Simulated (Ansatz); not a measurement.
`B[Si](O)(F)OC` + `C[SiH](F)[SiH3]` → `B[Si](C)(F)[SiH3]` + `CO[SiH](O)F`  (formal exchange of groups at a B–Si bond)

Program: Ansatz. Geometries: PBE0-D4/def2-TZVP. ΔE: electronic, gas phase. CCSD(T)/CBS adds triple-zeta CCSD(T) − MP2 to the extrapolated MP2 energy (def2 sets, frozen cores). DFT in def2-TZVPP. Each species was taken in one conformer, which may not be the lowest.

| level | ΔE (kJ/mol) | difference from CCSD(T)/CBS |
| --- | --- | --- |
| PBE0-D4 | -9.2 | -1.9 |
| ωB97X-V | -4.4 | 2.9 |
| ωB97M-V | -6.8 | 0.5 |
| PBE | -10.2 | -2.9 |
| r2SCAN | -10.9 | -3.6 |
| PBE0 | -8.8 | -1.5 |
| SCS-MP2/def2-TZVPP | -6.0 | 1.3 |
| CCSD(T)/def2-TZVPP | -7.1 | 0.2 |
| SCS-MP2/def2-QZVPP | -6.2 | 1.1 |
| HF/CBS(def2) | -2.2 | 5.1 |
| CCSD(T)/CBS | -7.3 | 0 |

Largest T1 diagnostic among the species: 0.013.

In def2-TZVPP, CCSD(T) changes the Hartree–Fock value by −5.1 kJ/mol (the triples alone add −1.1 kJ/mol) and MP2 by −5.9 kJ/mol.
